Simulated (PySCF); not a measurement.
Spectrum to structure. Theory: TDDFT CAM-B3LYP/def2-SVPD, vertical, gas phase, core orbitals frozen in the response in PySCF 2.14.0, density-fitted response routines. Geometries: GFN2-xTB, one conformer each.

```csv
state,E (eV),f
S1,6.49,0.0004
S2,6.55,0.148
S3,6.65,0.0046
S4,6.79,0.097
S5,6.91,0.012
S6,7.18,0.0007
S7,7.34,0.0002
S8,7.50,0.029
```

Triplets computed (Tamm–Dancoff): 4.48, 5.36, 5.83 eV.

Question: Which structure fits? All have the formula C4H8N2Si.
A. `C[SiH2]/N=C(/C)C#N`
B. `C#C[C@@H]1CN[SiH2]N1`
C. `Cc1ccnn1[SiH3]`
D. `Cc1cncn1[SiH3]`

Answer: C. Its S1, at 6.49 eV, is the highest among the candidates; the nearest of the others has S1 at 5.95 eV. S1 is HOMO→LUMO (92%). Löwdin shares by element: HOMO carbon 55% or more, nitrogen 27% or more (atoms not listed hold the other 18%); LUMO silicon 29%, carbon 16% or more, hydrogen 16% or more (atoms not listed hold the other 40%). At the same level the other candidates give, for their lowest levels:
- `C[SiH2]/N=C(/C)C#N`: 3.82 eV (f 0.001); 6.30 eV (f 0.334); 6.38 eV (f 0.001); 6.98 eV (f 0.008); 7.02 eV (f 0.017); T1 3.24 eV; HOMO -9.15, LUMO -0.96 eV
- `C#C[C@@H]1CN[SiH2]N1`: 5.95 eV (f 0.005); 6.21 eV (f 0.009); 6.33 eV (f 0.011); 6.53 eV (f 0.005); 6.63 eV (f 0.003); T1 5.45 eV; HOMO -8.12, LUMO 1.21 eV
- `Cc1cncn1[SiH3]`: 5.86 eV (f 0.000); 6.32 eV (f 0.167); 6.58 eV (f 0.003); 6.59 eV (f 0.000); 6.77 eV (f 0.000); T1 4.37 eV; HOMO -7.72, LUMO 0.84 eV
